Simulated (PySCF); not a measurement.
**Gallium: a sound run and one with changed settings**

Sound run: Ga [Ar] 3d10 4s2 4p1, Ga⁺ [Ar] 3d10 4s2. All numbers are calculated (PySCF 2.14, no relativity, point nucleus, in pcseg-2). In the sound run the correlated levels freeze [Ar] 3d10. The sound run starts from symmetry-adapted Hartree-Fock orbitals and uses a fine grid where one is needed.

Changed run: initial guess minao, at most 50 SCF cycles, level shift 0.1 hartree.

```
species   method  sound run (hartree)  changed run (hartree)  converged
     Ga      UHF          -1923.23240            -1923.23240        yes
     Ga     PBE0          -1924.59032            -1924.59032        yes
     Ga      PBE          -1924.56388            -1924.56388        yes
     Ga      MP2          -1923.26608            -1923.26171        yes
     Ga  CCSD(T)          -1923.28001            -1923.28001        yes
    Ga⁺      UHF          -1923.02726            -1923.02726        yes
    Ga⁺     PBE0          -1924.36867            -1924.36867        yes
    Ga⁺      PBE          -1924.34320            -1924.34320        yes
    Ga⁺      MP2          -1923.05337            -1923.04994        yes
    Ga⁺  CCSD(T)          -1923.06409            -1923.06409        yes
```

Ionisation energy of Ga:

```
 method  sound run (eV)  changed run (eV)
    UHF           5.582             5.582
   PBE0           6.032             6.032
    PBE           6.005             6.005
    MP2           5.788             5.762
SCS-MP2           5.771             5.748
   CCSD           5.852             5.852
CCSD(T)           5.875             5.875
```

A level shift leaves the converged SCF energy unchanged but raises the virtual orbital energies, which shrinks MP2 if it is not removed.

For comparison, NIST gives 5.999 eV between the lowest levels.
